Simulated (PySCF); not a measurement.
Calculated properties of `CC(C)/C=C(/Cl)C(=O)F`

C6H8ClFO.
Structure used (GFN2-xTB), in Å, numbered top down from 1:
```
atom  x, y, z in Å
C1    -1.4891   -1.2813   -0.0319
C2    -0.6003   -0.0519   -0.2355
C3    -1.3999    1.2342    0.0036
C4     0.5230   -0.0991    0.7440
C5     1.8352    0.0026    0.4935
Cl6    2.9744   -0.0831    1.8044
C7     2.4210    0.1802   -0.8379
O8     1.8761    0.3341   -1.8800
F9     3.7766    0.1560   -0.8087
H10   -2.3152   -1.2597   -0.7375
H11   -1.8960   -1.3006    0.9768
H12   -0.9199   -2.1929   -0.1952
H13   -0.2177   -0.0457   -1.2561
H14   -2.2358    1.2791   -0.6893
H15   -0.7710    2.1060   -0.1556
H16   -1.7886    1.2633    1.0192
H17    0.2203   -0.2292    1.7761
```

Some functional groups and rings: C=C double bond, C–F bond and C–Cl bond.

GFN2-xTB geometry:

```yaml
Rotational_constants_A_B_C_of_the_GFN2-xTB_geometry: 1.955, 0.864, 0.686 GHz
```

PBE0/pcSseg-1 ground state and GIAO shieldings, non-relativistic (PySCF):

```yaml
Dipole_moment: 3.50 D
HOMO_energy: -7.89 eV
LUMO_energy: -2.19 eV
HOMO–LUMO_gap: 5.70 eV
Lowest_Hirshfeld_atomic_charge: -0.21 e on O8
Highest_Hirshfeld_atomic_charge: +0.23 e on C7
13C_chemical_shifts_computed_TMS_as_zero_by_class: 175.4 (C4), 162.2 (C7), 126.5 (C5), 33.9 (C2), 23.7 (C1/C3) ppm
1H_chemical_shifts_computed_TMS_as_zero_by_class: 6.97 (H17), 4.27 (H13), 1.09 (H10/H11/H12/H14/H15/H16) ppm
Isotropic_shieldings_of_nuclei_other_than_C_and_H_by_class: -98 (O8), 119 (F9), 710 (Cl6) ppm
Mayer_bond_orders_between_heavy_atoms: C1–C2 1.01, C2–C3 1.01, C2–C4 0.98, C4–C5 1.70, C5–Cl6 1.11, C5–C7 0.98, C7–O8 2.01, C7–F9 0.98
```

Monoisotopic mass (most abundant isotopes): 150.0248 u.

The rotational constants make it an asymmetric top with κ = (2B − A − C)/(A − C) = -0.72, nearer the prolate limit (−1). The dipole matches unit charges of opposite sign 0.73 Å apart (1 e·Å = 4.8032 D). With B = h/(8π²I), that is 505.379 GHz u Å² over I, the principal moments of inertia are 258.5, 584.7 and 736.7 u Å² (most abundant isotopes).

One conformer (not necessarily the lowest) at the GFN2-xTB geometry, without solvent or vibrations. NMR classes are plain means over equivalent atoms (diastereotopic ones count apart unless rotation or inversion swaps them), as if these changed places fast; in this geometry the members of some classes differ.
